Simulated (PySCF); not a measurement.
Compound: C3H15PSi3.
Numbering: `[CH3:1][CH2:2][CH2:3][SiH2:4][P:5]([SiH3:6])[SiH3:7]` (hydrogens: H8, H9, H10 on C1; H11, H12 on C2; H13, H14 on C3; H15, H16 on Si4; H17, H18, H19 on Si6; H20, H21, H22 on Si7)

Geometry (PBE0-D3(BJ)/def2-SVP, Å), atoms numbered from 1 in this order:
```xyz
22
C3H15PSi3 angstrom
C     -3.107   -0.031   -0.387
C     -2.581    0.435    0.963
C     -1.072    0.693    0.990
Si     0.023   -0.810    0.662
P      2.147   -0.269    1.237
Si     3.174   -1.990    0.201
Si     2.482    1.263   -0.387
H     -4.199   -0.163   -0.366
H     -2.666   -0.995   -0.689
H     -2.873    0.698   -1.180
H     -3.105    1.361    1.256
H     -2.838   -0.309    1.736
H     -0.804    1.477    0.259
H     -0.770    1.086    1.976
H     -0.043   -1.263   -0.765
H     -0.390   -1.958    1.530
H      2.808   -2.110   -1.246
H      2.789   -3.252    0.903
H      4.651   -1.796    0.310
H      1.940    0.835   -1.716
H      3.951    1.504   -0.518
H      1.813    2.537    0.014
```

Level: PBE0/pcSseg-1 in PySCF, non-relativistic, on one gas-phase PBE0-D3(BJ)/def2-SVP geometry that isn't relaxed in the solvent. The solvent is an IEF-PCM continuum (van der Waals radii × 1.2). Only the electrostatic response of the medium enters.

```
run  E − E(gas) (kcal/mol)  HOMO (eV)  HOMO–LUMO gap (eV)  dipole (D)
gas                   0.00      -7.26                7.22        1.44
  P                  -1.70      -7.31                7.37        1.90
  Q                  -0.65      -7.25                7.27        1.59
```

Question: The runs were made in cyclohexane and water. Which run belongs to which solvent?

Answer: P = water, Q = cyclohexane. The dielectric constants are 2.017 (cyclohexane), 78.36 (water), and the energy falls further as ε rises. In this model the ground state sees the solvent through ε alone.

Question: How constant is the ratio of the lowering to (ε − 1)/(2ε + 1)?

Answer: 
```json
{"solvent": "cyclohexane", "(ε − 1)/(2ε + 1)": "0.202", "E − E(gas) (kcal/mol)": "-0.65", "ratio (kcal/mol)": "-3.2", "polarisation term (kcal/mol)": "-0.68"}
{"solvent": "water", "(ε − 1)/(2ε + 1)": "0.490", "E − E(gas) (kcal/mol)": "-1.70", "ratio (kcal/mol)": "-3.5", "polarisation term (kcal/mol)": "-1.96"}
```

The ratio changes by +7.6 % in size from cyclohexane to water. The polarisation term is half the interaction of the solute with the induced surface charges.

On one thread of an Arm Neoverse V2 (shared host), this took 45 s of wall time and 1.3 GiB of memory at its peak. This is the whole shielding run at PBE0/pcSseg-1 in water, SCF included.
